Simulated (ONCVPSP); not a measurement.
Varying the ONCV potential for Mo (Z = 42)

Base potential:

- Element: molybdenum (Mo)
- Generator: ONCVPSP 4.0.1
- Type: optimised norm-conserving Vanderbilt (ONCV)
- Functional: PBEsol
- Relativity: scalar-relativistic
- Frozen core: [Ar] 3d10
- Valence charge: 14
- Reference configuration: 4s2 4p6 4d5 5s1
- Partial waves: 4s+5s: rc 1.70 bohr, ncon 4, nbas 7, qcut 8.6 1/bohr, 2 projectors; 4p: rc 1.35 bohr, ncon 5, nbas 10, qcut 5.5 1/bohr, 2 projectors, debl 3.9 Ha; 4d: rc 1.65 bohr, ncon 5, nbas 8, qcut 4.9 1/bohr, 1 projector
- Local potential: polynomial inside 1.30 bohr (lpopt 4, dvloc0 2 Ha)
- Core correction: none

All-electron outer shells of the reference configuration (PBEsol, scalar-relativistic, ld1.x):

```csv
shell,level (eV),outermost node (bohr),outermost maximum (bohr)
3d,-220.99,–,0.32
4s,-64.30,0.51,0.99
4p,-38.46,0.52,1.06
5s,-4.12,1.34,2.93
4d,-3.77,0.53,1.38
```

Cutoffs, loose and tight: the cutoffs (Ha) at which the residual kinetic energy of the hardest occupied pseudo-wave falls to 1 and 0.1 mHa per electron. They do not see the model core or the augmentation charge, which bear on the density cutoff. Test errors are all-electron minus pseudo excitation energies from the reference, over the configurations 4s2 4p6 4d5 5s0; 4s2 4p6 4d4 5s0; 4s2 4p6 4d3 5s0; 4s2 4p6 4d4 5s1. A dash means not determined; rows that change the core or the reference have their own tests.

A true bound ghost makes a file unfit for plane-wave use even where its test errors are small: the radial tests pick states by their node count and pass the ghost by.

| change | outcome | cutoff, loose | cutoff, tight | bound ghosts | GHOST(+) flags above zero | largest test error (meV) |
| --- | --- | --- | --- | --- | --- | --- |
| base | generated | 110 Ha | 180 Ha | none | p | +2.0 |
| p: ncon 4, nbas 9 | generated | 57 Ha | 144 Ha | none | none | +2.1 |
| s: rc 1.74 | generated | 110 Ha | 180 Ha | none | p | +2.0 |
| core correction Teter function, fcfact 2.75, rcfact 1.7 | generated | 110 Ha | 180 Ha | none | p | -2.1 |
| local potential polynomial inside 1.30 bohr (lpopt 4, dvloc0 1 Ha) | generated | 110 Ha | 180 Ha | none | none | +3.7 |
| all radii scaled by about 1.10 (s 1.86, p 1.48, d 1.82 bohr); local potential polynomial inside 1.42 bohr (lpopt 4, dvloc0 2 Ha) | generated | 51 Ha | 144 Ha | none | none | -2.1 |
| local potential polynomial inside 1.25 bohr (lpopt 5, dvloc0 0 Ha) | generated | 110 Ha | 180 Ha | none | s | +2.9 |
| p: qcut 8.2 | generated | 57 Ha | 75 Ha | none | none | +1.9 |

Question: What comes out with this change to the base: reference 4s2 4p6 4d5 5s0.5?

Answer: outcome: generated; cutoff, loose: 110 Ha; cutoff, tight: 180 Ha; bound ghosts: none; GHOST(+) flags above zero: p; largest test error (meV): +20.

Question: What comes out with this change to the base: p: debl 2.45?

Answer: outcome: generated; cutoff, loose: 110 Ha; cutoff, tight: 180 Ha; bound ghosts: p; GHOST(+) flags above zero: p; largest test error (meV): +2.0.
